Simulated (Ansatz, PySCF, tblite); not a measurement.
Energy landscape of H₂O (cation, charge +1), doublet: symmetric bend, bond length relaxed. Scanned: H-O-H angle. Other coordinates (O-H bond length) were minimised at B3LYP/def2-TZVP. Each profile is relative to its own lowest point.

| a / ° | A | B | C |
|---|---|---|---|
| 180 | 51.0 | 34.1 | 98.5 |
| 170.64 | 48.4 | 31.4 | 94.5 |
| 164.47 | 43.9 | 27.9 | 87.8 |
| 156.20 | 35.2 | 21.5 | 74.7 |
| 147.15 | 23.6 | 13.6 | 56.8 |
| 139.12 | 13.1 | 7.2 | 40.0 |
| 133.71 | 7.0 | 3.7 | 29.1 |
| 123.76 | 0.0 | 0.0 | 12.2 |
| 115.76 | 0.3 | 0.4 | 3.1 |
| 109.90 | 5.1 | 2.9 | 0.0 |
| 100.01 | 23.3 | 12.4 | 3.1 |
| 92.48 | 46.9 | 24.6 | 13.8 |
| 84.55 | 81.4 | 42.7 | 33.8 |
| 75.66 | 131.6 | 70.5 | 68.1 |
| 67.23 | 189.7 | 105.3 | 113.2 |
| 60 | 246.1 | 143.1 | 162.6 |

Energies in kJ/mol.

**Question.** Match the curves with the methods GFN2-xTB, 300 K electronic temperature (tblite); MP2 on UHF/cc-pVDZ, frozen core run with Ansatz (a program for electronic structure); unrestricted Hartree-Fock/LANL2DZ (PySCF).

**Answer.** A is UHF/LANL2DZ; B is GFN2-xTB; C is MP2/cc-pVDZ.
